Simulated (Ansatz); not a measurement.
Harmonic frequencies (cm⁻¹) at PBE0-D4/def2-TZVP from Ansatz: 63, 117, 162, 376, 634, 644, 754, 859, 869, 876, 925, 1107, 1209, 1451, 2174, 2192, 2194, 2601.

Each molecule was computed in one conformer, which needn't be the lowest.

Q: Which molecule is it?
A. `B[O][GeH2][F]`
B. `FB[O][GeH3]`
C. `O[B](F)[GeH3]`
D. `CC1=CO1`

A: B.
